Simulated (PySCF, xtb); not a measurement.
CH3ClFNSi2, SMILES F[Si@]1([SiH2]C=N1)Cl.

Harmonic wavenumbers (cm⁻¹) from GFN2-xTB (xtb) at its own minimum, in rising order: 79, 108, 174, 186, 287, 344, 380, 459, 475, 533, 597, 698, 738, 761, 808, 824, 1217, 1592, 2249, 2253, 3006.

Task: What does PySCF with PBE0-D3(BJ)/def2-SVP give at its own minimum? (The exact figures need the calculation; the answer reports its results.)

Result: 91, 125, 215, 241, 292, 397, 468, 481, 580, 587, 662, 759, 777, 904, 920, 942, 1293, 1612, 2223, 2239, 3064. Paired by order, the mean absolute difference is 56 cm⁻¹ and the zero-point energies are 25.4 and 27.0 kcal/mol.
